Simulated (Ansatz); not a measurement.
Start from `[OH][Zr]12345678([Cl])([C@H]9[C@@H]1[C@@H]2[C@@H]3[C@H]94)[C@H]1[C@@H]5[C@@H]6[C@@H]7[C@H]18` and change one atom or group to get `[F][Zr]12345678([Cl])([C@H]9[C@@H]1[C@@H]2[C@@H]3[C@H]94)[C@H]1[C@@H]5[C@@H]6[C@@H]7[C@H]18`.

Ansatz, PBE0-D4/def2-TZVP geometries, multiplicity 1. Each molecule was computed in one conformer, which needn't be the lowest.

Elements past krypton have def2 core potentials.

| property | `[OH][Zr]12345678([Cl])([C@H]9[C@@H]1[C@@H]2[C@@H]3[C@H]94)[C@H]1[C@@H]5[C@@H]6[C@@H]7[C@H]18` |
| --- | --- |
| LUMO energy (B3LYP/def2-TZVPP) / eV | -1.22 |
| HOMO–LUMO gap (PBE/def2-TZVPP) / eV | 3.87 |
| HOMO energy (ωB97M-V/def2-TZVPP) / eV | -8.82 |
| HOMO energy (PBE/def2-TZVPP) / eV | -5.76 |
| HOMO energy (B3LYP/def2-TZVPP) / eV | -6.57 |
| size of the dipole moment (ωB97M-V/def2-TZVPP) / D | 3.59 |

Q: What does the change do to each property? (Best estimate.)

A: Computed: 
```tsv
property	`[F][Zr]12345678([Cl])([C@H]9[C@@H]1[C@@H]2[C@@H]3[C@H]94)[C@H]1[C@@H]5[C@@H]6[C@@H]7[C@H]18`	shift
LUMO energy (B3LYP/def2-TZVPP) / eV	-1.54	-0.32
HOMO–LUMO gap (PBE/def2-TZVPP) / eV	3.72	-0.15
HOMO energy (ωB97M-V/def2-TZVPP) / eV	-8.98	-0.16
HOMO energy (PBE/def2-TZVPP) / eV	-5.93	-0.17
HOMO energy (B3LYP/def2-TZVPP) / eV	-6.74	-0.17
size of the dipole moment (ωB97M-V/def2-TZVPP) / D	3.97	0.38
```

With PBE0 the HOMO falls by 0.17 eV and the LUMO falls by 0.32 eV, so the gap narrows by about 0.15 eV. PBE moves the HOMO by -0.17 eV and ωB97M-V by -0.16 eV. Dipoles are sizes alone; their direction can turn.

B3LYP here is the variant with VWN-RPA as its local correlation; programs differ in this.

Positive LUMOs are unbound, so they and the gaps depend on the basis.
